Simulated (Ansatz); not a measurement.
Ansatz (a quantum-chemistry and plane-wave program) input (CCSD(T)/6-31G):

Ansatz 0.2 input:
```yaml
crystal:
  periodic: [false, false, false]
  atoms:
    - {symbol: F, position_ang: [1.94675431, -0.77098267, 0.07305019]}
    - {symbol: C, position_ang: [0.60294161, -0.37267222, 0.03693387]}
    - {symbol: C, position_ang: [-0.46492948, -1.17949016, 0.12828998]}
    - {symbol: C, position_ang: [-1.60019417, -0.14942443, 0.02365369]}
    - {symbol: C, position_ang: [-0.98739596, 1.23358421, -0.12709728]}
    - {symbol: C, position_ang: [0.34846780, 1.05525487, -0.11445315]}
    - {symbol: H, position_ang: [-2.25563670, -0.38706971, -0.82658801]}
    - {symbol: H, position_ang: [-2.24729244, -0.20135534, 0.91109842]}
    - {symbol: H, position_ang: [-1.51801226, 2.17502821, -0.22516565]}
    - {symbol: H, position_ang: [1.10681375, 1.82872719, -0.20075915]}
basis:
  gaussian:
    orbitals: 6-31G
total_charge: -1
magnetization: {spin_polarized: false}
correlation: {method: ccsd_t, electrons: outside_noble_gas}
```

Output:

```
Functional definition: HF
integrals: 0.04 GiB planned
838 factors; integrals over basis functions are off by at most 2.4e-4 eV
0.31 GiB of device memory are held for the factors and their scratch space
mean field: 0.21 GiB planned
mean field evaluation 1: about -7911.6043 eV, gradient 3.1e1 eV
mean field evaluation 2: about -7911.6165 eV, gradient 3.1e1 eV
mean field evaluation 4: about -7914.9856 eV, gradient 3.8e0 eV
mean field evaluation 8: about -7915.0811 eV, gradient 2.3e-1 eV
mean field evaluation 16: about -7915.0596 eV, gradient 1.3e0 eV
mean field -7915.08171521 eV, -290.8738879988 hartree, gradient 9.5e-6 eV, S^2 0.000000; 0 other end points of the search recorded, 0 dependent functions left out; unrestricted orbitals would lower it
6 core orbitals not correlated
reference -7915.08171521 eV, -290.8738879988 hartree; 16, 16 occupied and 40, 40 virtual orbitals, 838 factors
second order -15.10218034 eV of doubles, -0.00000000 eV of singles
coupled cluster: 0.31 GiB planned
cycle   1  -15.44391603 eV  change   -3.4e-1 eV  update   1.1e-1
cycle   2  -15.96801984 eV  change   -5.2e-1 eV  update   3.9e-2
cycle   3  -16.12778894 eV  change   -1.6e-1 eV  update   2.1e-2
cycle   4  -16.13470325 eV  change   -6.9e-3 eV  update   7.0e-3
cycle   5  -16.13369792 eV  change    1.0e-3 eV  update   3.3e-3
cycle   6  -16.13281900 eV  change    8.8e-4 eV  update   1.1e-3
cycle   7  -16.13229758 eV  change    5.2e-4 eV  update   4.5e-4
cycle   8  -16.13232276 eV  change   -2.5e-5 eV  update   1.5e-4
cycle   9  -16.13236764 eV  change   -4.5e-5 eV  update   6.1e-5
cycle  10  -16.13235540 eV  change    1.2e-5 eV  update   2.4e-5
coupled cluster: 0.31 GiB planned
perturbative correction -0.54550166 eV, -0.0200468161 hartree
Total energy: -7931.75957226 eV, -291.4867879408 hartree
```

It need not be the lowest isomer of its formula. Whether it binds its extra electron was not tested at this geometry.
